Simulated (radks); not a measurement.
Q: Successive ionisation energies (eV) of one element, from differences of total energies of ions in their ground configurations, starting at charge 0: 5.623, 12.422, 20.020, 45.806, 73.363, 87.076, 100.68, 123.61, 138.90, 158.31, 174.16, 206.22. All-electron calculation, scalar-relativistic Kohn-Sham, r2SCAN, spin-polarised, spherical densities, finite nucleus; open shells are filled with parallel spins first (spin-orbit coupling, left out, can overturn this in heavy ions); meta-GGA in the generalised Kohn-Sham scheme; Fermi nuclear charge, rms radius 5.1569 fm. Program: a radial shooting solver on a logarithmic mesh with Libxc functionals. Which element is it?

A: Gadolinium (Z = 64). The first species listed is Gd in [Xe] 4f7 5d1 6s2, the last Gd11+ in [Kr] 4d10 4f5 5s2.
